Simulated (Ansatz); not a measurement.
## Counterpoise correction, worked out

The pair of CH$_{2}$O (SMILES C=O, atoms 1–4) and AsH$_{3}$ (SMILES [AsH3], atoms 5–8), both closed shells, in one local arrangement (a lower one may exist), relaxed at PBE0-D4/def2-TZVP:

C1  (0.473, -0.223, -1.969)
O2  (0.391, 0.812, -1.373)
H3  (0.291, -1.197, -1.473)
H4  (0.736, -0.256, -3.044)
As5  (-0.411, -0.271, 1.572)
H6  (-0.784, -0.414, 3.043)
H7  (0.715, 0.698, 1.883)
H8  (-1.411, 0.851, 1.360)
(Å)

Program: Ansatz 0.2.0. Basis: def2-TZVPPD. Cores are frozen in the correlated methods. Filled d shells of the heavier atoms are correlated. The def2 sets are not built for correlating such inner shells, so the correlated values are less sure here.

CCSD(T) total energies in eV:

| system | geometry | basis functions | energy |
| --- | --- | --- | --- |
| pair | pair | all | -63962.86442 |
| CH$_{2}$O | as in the pair | all (partner as ghosts) | -3111.35563 |
| AsH$_{3}$ | as in the pair | all (partner as ghosts) | -60851.43512 |
| CH$_{2}$O | as in the pair | its own | -3111.35001 |
| AsH$_{3}$ | as in the pair | its own | -60851.41484 |
| CH$_{2}$O | free (PBE0-D4 minimum) | its own | -3111.34812 |
| AsH$_{3}$ | free (PBE0-D4 minimum) | its own | -60851.41432 |

**Question.** Work out the interaction energy with and without the counterpoise correction, the superposition error, and the binding energy from the relaxed fragments.

**Answer.** Without correction: -63962.86442 − (-3111.35001) − (-60851.41484) = -0.09957 eV.
With correction (each fragment in the whole basis): -63962.86442 − (-3111.35563) − (-60851.43512) = -0.07367 eV = -1.70 kcal/mol.
The superposition error is the difference, 0.02590 eV, 26 % of the uncorrected value: each fragment borrows its partner's functions.
Deformation from the free shapes: -0.00189 eV for CH$_{2}$O and -0.00052 eV for AsH$_{3}$ (a small negative value is possible, since the free shapes are minima of another method).
Binding energy from relaxed fragments: -0.07367 + (-0.00189) + (-0.00052) = -0.07608 eV = -1.75 kcal/mol (electronic, without zero-point energy; negative means bound). For comparison, the corrected interaction energy by CCSD(T) at an estimated basis limit (MP2 extrapolated from triple and quadruple zeta, plus CCSD(T) − MP2 in triple zeta) is -0.087 eV; triple zeta with the correction binds less.

No T1 diagnostic of these runs exceeds 0.016.

For scale, one of the runs: CCSD(T)/def2-TZVPPD, 216 basis functions, launched by `ansatz run in.yaml --threads 4 --pin off --events-out ev --progress --plain --max-ram 9574MiB`. The run took 60 s on 4 CPU threads of an Arm Neoverse V2 (shared host), with 3.2 GiB of host memory at its peak.
